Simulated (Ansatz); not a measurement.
Isolated molecules relaxed with PBE0-D4/def2-TZVP in Ansatz; ΔE leaves out vibrations. CCSD(T)/CBS is the MP2 limit (def2-TZVPP, def2-QZVPP) plus CCSD(T) − MP2 in def2-TZVPP, frozen cores. This one scheme is used for every species. Functionals use def2-TZVPP. B3LYP here is the variant with VWN-RPA as its local correlation; programs differ in this. HSE06 is defined as in plane-wave codes. Elements past krypton have def2 core potentials. For Zr outer-core shells are correlated without core-valence functions, which leaves a few kJ/mol of doubt a bond. Each species was taken in one conformer, which may not be the lowest.

Consider the formal hydrolysis of a Zr–Cl bond: `[OH][Zr]([F])([F])[Cl]` + H₂O → `[OH][Zr]([OH])([F])[F]` + HCl.

`[OH][Zr]([F])([F])[Cl]`:

Cartesian coordinates in Å:
```
O -0.475 1.217 -0.622
Zr 0.120 -0.341 0.271
F 1.434 0.136 1.553
F -1.345 -1.144 1.170
Cl 1.033 -1.860 -1.277
H -0.766 1.992 -1.095
```

H₂O:

Z-matrix (Å, degrees):
```
O
H 1 0.960
H 1 0.960 2 105.1
```

`[OH][Zr]([OH])([F])[F]`:

```xyz
7

O     1.388   -0.571   -0.771
Zr   -0.128   -0.294    0.357
O    -1.072    1.298   -0.110
F    -1.308   -1.790    0.195
F     0.461   -0.162    2.172
H     2.105   -0.589   -1.398
H    -1.446    2.108   -0.443
```

HCl:

Cartesian coordinates in Å:
```
Cl -0.058 -0.405 0.492
H 0.058 0.405 -0.492
```

| level | ΔE (kJ/mol) | difference from CCSD(T)/CBS |
| --- | --- | --- |
| r2SCAN-D4 | 35.4 | 2.2 |
| B3LYP-D4 | 30.8 | -2.4 |
| HSE06-D4 | 37.1 | 3.9 |
| B2PLYP | 30.3 | -2.9 |
| revPBE | 34.9 | 1.7 |
| BLYP | 27.5 | -5.7 |
| CAM-B3LYP | 24.3 | -8.9 |
| RPA@PBE/def2-TZVPP | 29.2 | -4.0 |
| CCSD/def2-SVP | 15.2 | -18.0 |
| MP2/def2-TZVPP | 32.5 | -0.7 |
| CCSD(T)/def2-TZVPP | 30.7 | -2.5 |
| HF/def2-QZVPP | 35.4 | 2.2 |
| MP2/def2-QZVPP | 34.3 | 1.1 |
| HF/CBS(def2) | 35.5 | 2.3 |
| MP2/CBS(def2) | 35.1 | 1.9 |
| CCSD/CBS(def2) | 31.7 | -1.5 |
| CCSD(T)/CBS | 33.2 | 0 |

Largest T1 diagnostic among the species: 0.017.

At CCSD(T), def2-SVP lies −16.8 kJ/mol from the extrapolated value and def2-TZVPP −2.5 kJ/mol. From BLYP to BHLYP (50 % exact exchange), in def2-TZVPP and without D4, ΔE moves by +3.5 kJ/mol.

CCSD(T)/CBS has its own doubt, a few kJ/mol and more with outer-core shells, so smaller differences from it don't rank the levels.
